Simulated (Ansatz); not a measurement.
`[F][Al]([F])[O]CC(F)(F)F` at its PBE0-D4/def2-TZVP geometry, where that method's forces vanish. The species carries charge 0 and has multiplicity 1.

```xyz
11

F     1.1873   -2.3531   -1.3503
Al   -0.1254   -1.4774   -0.9148
F    -1.5363   -2.2670   -0.6351
O    -0.1686    0.1976   -1.3045
C    -0.3522    1.0825   -0.2616
C     0.4177    0.5913    0.9522
F    -0.0458    0.9995    2.1107
F     0.2811   -0.8332    0.9637
F     1.7154    0.7990    0.9033
H     0.0300    2.0798   -0.5063
H    -1.4032    1.1810    0.0426
```

Task: What forces (eV/Å) does ωB97M-V/def2-TZVPP give on these atoms in Ansatz 0.2.0? (An estimate is asked.)

Result: Computed: 
```
F1   0.112 -0.070 -0.031
Al2  0.011  0.026  0.001
F3  -0.117 -0.057  0.031
O4   0.043 -0.085 -0.181
C5  -0.151  0.333  0.120
C6  -0.108  0.038 -0.173
F7  -0.094  0.075  0.222
F8  -0.015 -0.182  0.019
F9   0.252  0.033 -0.018
H10 -0.029 -0.092  0.032
H11  0.096 -0.020 -0.022
```
